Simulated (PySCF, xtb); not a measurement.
pent-4-en-1-ol (C5H10O), SMILES C=CCCCO.

xtb with GFN2-xTB at its own geometry gives an orbital gap of 5.37 eV and a dipole moment of 1.65 D.

Geometry: B3LYP-D3(BJ)/def2-SVP. Other conformers were not sampled.

Task: What does PBE/def2-TZVP run with PySCF give? (An estimate is asked for; the answer gives what the named calculation found.)

Result: gap 5.46 eV (levels -6.13 and -0.67 eV), dipole 1.48 D.
